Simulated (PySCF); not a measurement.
C3H5AlF2.
Numbering: `[CH2:1]=[CH:2][CH2:3][Al:4]([F:5])[F:6]` (hydrogens: H7, H8 on C1; H9 on C2; H10, H11 on C3)

Method: PBE0-D3(BJ)/def2-SVP geometry optimisation, gas phase (PySCF 2.14.0); density fitting, grid level 1; the optimiser is geomeTRIC in internal coordinates, started from a GFN2-xTB structure with every atom displaced at random (about 0.01 Å).

Step 6: E = -15205.9999 eV
```
atom  x, y, z in Å  |  force x, y, z in eV/Å
C1     -1.5955    0.1663    0.7321    0.068   0.038   0.016
C2     -0.9372   -0.4656   -0.2414   -0.057  -0.029  -0.069
C3      0.5523   -0.5957   -0.3696    0.005   0.033   0.040
Al4     1.5538    0.6232    0.7657   -0.062  -0.003  -0.032
F5      2.8848    0.1367    1.6258    0.038  -0.012   0.023
F6      1.1532    2.2247    0.9202   -0.002   0.012   0.000
H7     -2.6872    0.1939    0.7711   -0.006  -0.017  -0.020
H8     -1.0752    0.7116    1.5306    0.008  -0.001   0.012
H9     -1.5343   -0.9537   -1.0240    0.011  -0.035   0.021
H10     0.8614   -0.4347   -1.4197   -0.009   0.012   0.015
H11     0.8654   -1.6324   -0.1465    0.005   0.001  -0.006
```

Step 7: E = -15206.0037 eV
```
atom  x, y, z in Å  |  force x, y, z in eV/Å
C1     -1.5970    0.1814    0.7244    0.058   0.044  -0.009
C2     -0.9359   -0.4782   -0.2286   -0.071  -0.054  -0.104
C3      0.5533   -0.5917   -0.3727    0.035   0.055   0.022
Al4     1.5602    0.6135    0.7744   -0.072  -0.035  -0.021
F5      2.8973    0.1210    1.6230    0.017  -0.005   0.002
F6      1.1439    2.2085    0.9547    0.009   0.025   0.009
H7     -2.6887    0.1897    0.7640   -0.015  -0.008  -0.002
H8     -1.0842    0.7733    1.4932    0.021  -0.007   0.017
H9     -1.5331   -1.0072   -0.9856    0.027  -0.022   0.046
H10     0.8507   -0.4045   -1.4231   -0.025   0.003   0.035
H11     0.8748   -1.6317   -0.1793    0.016   0.006   0.005
```

Step 8: E = -15206.0095 eV
```
atom  x, y, z in Å  |  force x, y, z in eV/Å
C1     -1.5972    0.2023    0.7084    0.036   0.054  -0.017
C2     -0.9354   -0.4981   -0.2146   -0.073  -0.069  -0.086
C3      0.5536   -0.5839   -0.3774    0.047   0.060  -0.022
Al4     1.5619    0.6024    0.7881   -0.068  -0.060  -0.009
F5      2.9066    0.0933    1.6158   -0.007   0.009  -0.012
F6      1.1309    2.1895    1.0084    0.024   0.020   0.020
H7     -2.6882    0.1892    0.7640   -0.015  -0.009  -0.007
H8     -1.0869    0.8537    1.4287    0.030  -0.006   0.022
H9     -1.5297   -1.0865   -0.9295    0.032  -0.008   0.053
H10     0.8349   -0.3629   -1.4265   -0.031  -0.004   0.040
H11     0.8909   -1.6249   -0.2210    0.025   0.012   0.018
```

**Question.** Estimate the geometry and energy of step 9. (The exact step hangs on the optimiser's Hessian estimate; all steps are aligned on step 8, rigid shifts and turns removed.)

**Answer.** E = -15206.0166 eV, largest force 0.100 eV/Å
```
atom  x, y, z in Å  |  force x, y, z in eV/Å
C1     -1.5964    0.2320    0.6810   -0.026   0.038  -0.032
C2     -0.9357   -0.5273   -0.1955   -0.017  -0.038   0.003
C3      0.5521   -0.5702   -0.3850    0.041   0.027  -0.087
Al4     1.5577    0.5883    0.8065   -0.029  -0.062   0.016
F5      2.9147    0.0507    1.5969   -0.032   0.029  -0.017
F6      1.1160    2.1631    1.0936    0.035   0.001   0.017
H7     -2.6855    0.1924    0.7625   -0.007   0.001   0.001
H8     -1.0872    0.9570    1.3281    0.016  -0.009   0.012
H9     -1.5214   -1.1972   -0.8414    0.016   0.006   0.037
H10     0.8083   -0.3080   -1.4312   -0.023  -0.004   0.027
H11     0.9188   -1.6065   -0.2710    0.025   0.012   0.022
```

The energy changes by -0.0071 eV. The first-order estimate −F·Δx gives -0.0083 eV and the mean of the old and new forces, exact on a quadratic surface, -0.0070 eV. The step makes an angle of 81° with the force vector and moves no atom by more than 0.144 Å.

The cost below is that of the whole optimisation. Hardware: one thread, Intel Xeon 6975P-C (x86_64), no GPU, shared host. Cost: 56 s wall, 0.47 GiB resident at most.
